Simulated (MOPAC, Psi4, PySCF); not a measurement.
Conformational energy of H₄Cl₃FSi₃, SMILES F[SiH2][SiH2][Si](Cl)(Cl)Cl. Scanned: dihedral F1–Si2–Si3–Si4; all other coordinates were relaxed at GFN2-xTB. GFN2-xTB can order the conformers of Si and Ge chains otherwise than DFT does. Points at φ and −φ are mirror images. Heavy atoms are numbered in the order of the SMILES F[SiH2][SiH2][Si](Cl)(Cl)Cl, hydrogens after them in the order of the atoms that carry them; the mirror image has the same energies with the sign of each dihedral reversed.

- RMP2/6-31G* = restricted MP2 (frozen core)/6-31G*, spherical d // GFN2-xTB (PySCF)
- PM6, restricted, heats of formation // GFN2-xTB (MOPAC)
- AM1, restricted, heats of formation // GFN2-xTB (MOPAC)
- MP2/cc-pVTZ = DF-MP2 (frozen core)/cc-pVTZ // GFN2-xTB run with Psi4

Energies relative to the lowest point of each profile, in kcal/mol:

| φ / ° | RMP2/6-31G* | PM6 | AM1 |
|---|---|---|---|
| -160 | 0.13 | 0.12 | 0.52 |
| -140 | 0.36 | 0.35 | 0.30 |
| -100 | 0.47 | 0.37 | 0.00 |
| -60 | 0.22 | 0.14 | 0.11 |
| -40 | 0.05 | 0.28 | 0.17 |
| 0 | 0.02 | 0.61 | 0.27 |
| 40 | 0.05 | 0.28 | 0.17 |
| 60 | 0.22 | 0.14 | 0.11 |
| 80 | 0.34 | 0.19 | 0.06 |
| 100 | 0.47 | 0.37 | 0.00 |
| 140 | 0.36 | 0.35 | 0.30 |
| 160 | 0.13 | 0.12 | 0.52 |

Problem. Predict the corresponding MP2/cc-pVTZ column.

Solution. -160: 0.21; -140: 0.65; -100: 0.73; -60: 0.19; -40: 0.28; 0: 0.73; 40: 0.28; 60: 0.19; 80: 0.37; 100: 0.73; 140: 0.65; 160: 0.21 (kcal/mol).
